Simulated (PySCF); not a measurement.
# V⁺: excitation energy

V⁺ [Ar] 3d4 (5D) → V⁺ [Ar] 3d3 4p1 (high-spin determinant), as a difference of total energies. Calculation: PySCF 2.14, in x2c-TZVPPall with one added diffuse shell each of s, p, d, f type (7s6p5d3f1g, 80 functions); the spin-free X2C one-electron Hamiltonian (Gaussian nucleus). Correlated levels: valence and next inner shell: [Ne] frozen. The calculations carry no spin-orbit coupling.

```tsv
method	excitation energy (eV)
UHF	3.464
MP2 (valence and next inner shell)	4.598
SCS-MP2 (valence and next inner shell)	4.174
CCSD (valence and next inner shell)	4.294
CCSD(T) (valence and next inner shell)	4.318
```

Problem. How much does correlation contribute at CCSD(T) (valence and next inner shell)?

Solution. 4.318 − (3.464) = 0.854 eV, measured against UHF.

The determinant of the upper state mixes LS terms, which raises its energy above the lowest term, most at the Hartree-Fock and MP2 levels.
